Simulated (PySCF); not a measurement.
Species: C₉H₁₂O.
Numbering: `[CH:1]#[C:2]/[CH:3]=[C:4]1\[CH2:5][CH2:6][CH2:7][C@H:8]1[CH2:9][OH:10]`

Cartesian coordinates in Å at the GFN2-xTB level; atoms count from 1:
```
atom  x, y, z in Å
C1     3.8150    1.1447    0.3622
C2     2.6316    1.1731    0.1561
C3     1.2459    1.2236   -0.0932
C4     0.4758    0.1364   -0.1391
C5     0.9484   -1.2745    0.0765
C6    -0.2366   -2.1424   -0.3490
C7    -1.4491   -1.2791   -0.0072
C8    -1.0102    0.1363   -0.4022
C9    -1.7814    1.2282    0.3499
O10   -1.5795    2.5207   -0.1672
H11    4.8477    1.1247    0.5450
H12    0.8251    2.2101   -0.2347
H13    1.8597   -1.4879   -0.4828
H14    1.1730   -1.4240    1.1362
H15   -0.2016   -2.3175   -1.4258
H16   -0.2547   -3.1069    0.1555
H17   -1.6391   -1.3122    1.0677
H18   -2.3533   -1.5964   -0.5254
H19   -1.1773    0.2800   -1.4797
H20   -1.4466    1.2747    1.3888
H21   -2.8535    0.9773    0.3407
H22   -1.8499    2.5306   -1.0924
```

NICS is the negative of the GIAO shielding at a point without a nucleus: at the ring centre (0) and 1 Å above and below it (1); zz is the component along the ring normal. Level: GIAO PBE0/pcSseg-1 (PySCF, non-relativistic, gas phase) on the GFN2-xTB geometry, one conformer.

Ring bond lengths (Å), with Mayer bond orders in brackets: C4–C5 1.504 (1.04), C5–C6 1.529 (1.03), C6–C7 1.527 (1.04), C7–C8 1.534 (0.99), C8–C4 1.509 (0.98).

Task: What do the NICS probes read (ppm)?

Result: 
```csv
ring,type,NICS(0),"NICS(1), two faces","NICS(1)zz, two faces",rms pucker (Å),"centre to ring atoms, mean (Å)"
C4–C5–C6–C7–C8,5-membered carbocycle; formal bonds all single,-3.3,-3.9 / -3.5,-2.2 / -2.8,0.17,1.27
```

Task: What do they say, and how far can they be read as aromaticity?

Result: 
- C4–C5–C6–C7–C8: mean NICS(1)zz -2.5 ppm, near zero. C5, C6, C7, C8 have four or more neighbours, and the NICS criterion for π rings isn't applied.

Task: What is the mean of the two in-plane components of NICS at the second NICS(1) probe listed for ring C4–C5–C6–C7–C8, 1 Å off the ring?

Result: The isotropic value is a third of the trace: (3 × -3.5 − (-2.8))/2 = -3.9 ppm.

Task: How shielded are the nuclei of the rings and their hydrogens (means over atoms taken as equivalent)?

Result: 
```tsv
atoms	environment	σ isotropic (ppm)	principal values of the symmetric part, first atom (ppm)
C4	fully substituted alkene carbon	12.8	-102.9, 13.3, 128.2
C5	allylic carbon	149.5	129.8, 152.9, 165.8
C6	ring CH2 carbon	158.6	137.7, 166.5, 171.5
C7	ring CH2 carbon	153.2	124.9, 164.3, 170.3
C8	allylic carbon	133.5	117.7, 135.0, 147.7
H13	methylene hydrogen	28.76	23.5, 28.7, 34.1
H14	methylene hydrogen	29.17	24.6, 28.3, 34.6
H15	methylene hydrogen	30.12	25.6, 28.0, 36.8
H16	methylene hydrogen	29.88	25.1, 27.3, 37.2
H17	methylene hydrogen	30.66	26.1, 30.0, 35.9
H18	methylene hydrogen	29.95	25.1, 28.0, 36.7
H19	methine hydrogen	29.41	26.2, 28.3, 33.8
```
